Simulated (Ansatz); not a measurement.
Cost and result for the atomization energy of C2H8GeS (`CS[CH2][GeH3]`) (12 atoms, 11 bonds).

Cartesian coordinates in Å:
```
C -1.316 1.453 0.189
S -1.570 -0.200 -0.464
C 0.113 -0.619 -0.956
Ge 1.286 -1.084 0.552
H -0.941 2.125 -0.586
H -2.291 1.811 0.522
H -0.634 1.453 1.040
H 0.028 -1.495 -1.602
H 0.538 0.186 -1.561
H 0.765 -2.372 1.206
H 1.293 0.044 1.598
H 2.731 -1.302 0.062
```

Total charge 0; spin multiplicity 1. Correlated methods include outer-core shells of Ge, which these sets cover unevenly. Scalar relativity is left out up to krypton. All single points use the PBE0-D4/def2-TZVP geometry. It is one conformer, not always the lowest. Program: Ansatz. All runs use 4 threads of an Arm Neoverse V1 on a shared host. Times are those of one run each, without the atoms' runs, and a repeat can differ threefold. Electronic energies, without spin–orbit coupling; frozen cores. CCSD(T)/CBS adds CCSD(T) − MP2 in def2-TZVPP to the MP2 limit, and its time is that of the two runs behind it. T1 = 0.011. With those shells the extrapolation isn't a true limit.

CCSD(T)/CBS is a level of theory with its own doubt, some kJ/mol a heavy atom from the limit and from the frozen cores, so smaller differences don't rank the functionals.

```tsv
level	functions	wall time
LDA (SPW92)/def2-TZVPP	264	1.4 s
BLYP-D4/def2-TZVPP	264	2.3 s
PBE-D4/def2-TZVPP (with forces)	264	2.8 s
PBE0-D4/def2-TZVPP	264	3.6 s
BHLYP-D4/def2-TZVPP	264	3.8 s
CAM-B3LYP-D4/def2-TZVPP	264	4.2 s
PBE-QIDH/def2-TZVPP	264	6.5 s
CCSD(T)/def2-SVP	118	7.5 s
ωB97X-V/def2-TZVPP	264	8.5 s
ωB97M-V/def2-TZVPP (with forces)	264	13 s
MP2/def2-QZVPP	513	30 s
CCSD(T)/def2-TZVPP	264	3.8 min
CCSD(T)/CBS(def2)	–	4.3 min
```

**Question.** What atomization energy does each give, and how far from CCSD(T)/CBS? (Estimate.)

**Answer.** The calculation gave: 
| level | atomization (kJ/mol) | difference from CCSD(T)/CBS | per bond |
| --- | --- | --- | --- |
| LDA (SPW92)/def2-TZVPP | 4490.0 | 518.2 | 47.1 |
| BLYP-D4/def2-TZVPP | 3920.6 | -51.2 | -4.7 |
| PBE-D4/def2-TZVPP (with forces) | 3997.0 | 25.2 | 2.3 |
| PBE0-D4/def2-TZVPP | 3961.0 | -10.8 | -1.0 |
| BHLYP-D4/def2-TZVPP | 3875.2 | -96.6 | -8.8 |
| CAM-B3LYP-D4/def2-TZVPP | 3964.4 | -7.4 | -0.7 |
| PBE-QIDH/def2-TZVPP | 3942.5 | -29.3 | -2.7 |
| CCSD(T)/def2-SVP | 3746.6 | -225.2 | -20.5 |
| ωB97X-V/def2-TZVPP | 3981.4 | 9.6 | 0.9 |
| ωB97M-V/def2-TZVPP (with forces) | 3964.8 | -7.0 | -0.6 |
| MP2/def2-QZVPP | 3940.6 | -31.2 | -2.8 |
| CCSD(T)/def2-TZVPP | 3885.1 | -86.7 | -7.9 |
| CCSD(T)/CBS(def2) | 3971.8 | 0.0 | 0.0 |

The D4 term adds +41.5 kJ/mol with B3LYP and +21.8 kJ/mol with PBE0; it sums over pairs of atoms, weighted by their polarisabilities, and B3LYP, whose exchange is more repulsive, gets the larger term. From PBE to PBE0 (25 % exact exchange), in def2-TZVPP and without D4, the atomization energy moves by −32.1 kJ/mol: exact exchange takes away binding that semilocal exchange gives to molecules. In def2-TZVPP, CCSD(T) changes the Hartree–Fock value by +964.9 kJ/mol (the triples alone add +50.2 kJ/mol) and MP2 by +970.0 kJ/mol; breaking electron pairs costs correlation energy, which Hartree–Fock lacks.

B3LYP here is the variant with VWN-RPA as its local correlation; programs differ in this.

For some Ge, Se and Sn compounds the MP2-based and the directly extrapolated limit differ by 10 to 25 kJ/mol.
